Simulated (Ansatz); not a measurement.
`F[SiH]1[O][GeH2]1` and `[O]1[SiH2][GeH2]1` differ in one atom or group.

Ansatz, PBE0-D4/def2-TZVP geometries, multiplicity 1. 

Scalar relativity is left out up to krypton.

```json
{"property": "LUMO energy (PBE/def2-TZVPP) / eV", "`F[SiH]1[O][GeH2]1`": "-2.02"}
{"property": "HOMO–LUMO gap (ωB97M-V/def2-TZVPP) / eV", "`F[SiH]1[O][GeH2]1`": "9.95"}
{"property": "size of the dipole moment (B3LYP/def2-TZVPP) / D", "`F[SiH]1[O][GeH2]1`": "2.09"}
{"property": "HOMO–LUMO gap (B3LYP/def2-TZVPP) / eV", "`F[SiH]1[O][GeH2]1`": "5.62"}
{"property": "LUMO energy (B3LYP/def2-TZVPP) / eV", "`F[SiH]1[O][GeH2]1`": "-1.46"}
{"property": "zero-point energy (PBE0-D4/def2-TZVP) / kJ/mol", "`F[SiH]1[O][GeH2]1`": "82.6"}
```

(1) Give the same properties after the change, and the shifts. (An estimate is asked.)

Results:

(1) Ansatz gave: 
| property | `[O]1[SiH2][GeH2]1` | shift |
| --- | --- | --- |
| LUMO energy (PBE/def2-TZVPP) / eV | -1.91 | 0.11 |
| HOMO–LUMO gap (ωB97M-V/def2-TZVPP) / eV | 9.75 | -0.20 |
| size of the dipole moment (B3LYP/def2-TZVPP) / D | 1.73 | -0.36 |
| HOMO–LUMO gap (B3LYP/def2-TZVPP) / eV | 5.50 | -0.12 |
| LUMO energy (B3LYP/def2-TZVPP) / eV | -1.32 | 0.14 |
| zero-point energy (PBE0-D4/def2-TZVP) / kJ/mol | 95.1 | 12.5 |

With PBE0 the HOMO rises by 0.25 eV and the LUMO rises by 0.12 eV, so the gap narrows by about 0.13 eV. PBE moves the HOMO by 0.19 eV and ωB97M-V by 0.25 eV. Dipoles are sizes alone; their direction can turn.

B3LYP here is the variant with VWN-RPA as its local correlation; programs differ in this.
